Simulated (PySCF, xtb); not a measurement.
O3Te, SMILES [Te+2]([O-])([O-])=O.

GFN2-xTB (xtb) at its own geometry gives an orbital gap of 4.41 eV and a dipole moment of 0.00 D.

Coordinates come from a PBE-D3(BJ)/def2-SVP optimisation. The def2 effective core potentials stand for the cores of Te; spin–orbit coupling is left out.

What does PySCF with PBE0/def2-TZVPD give? (An estimate is asked for; the answer gives what the named calculation found.)

gap 4.82 eV (levels -9.99 and -5.17 eV), dipole 0.00 D.
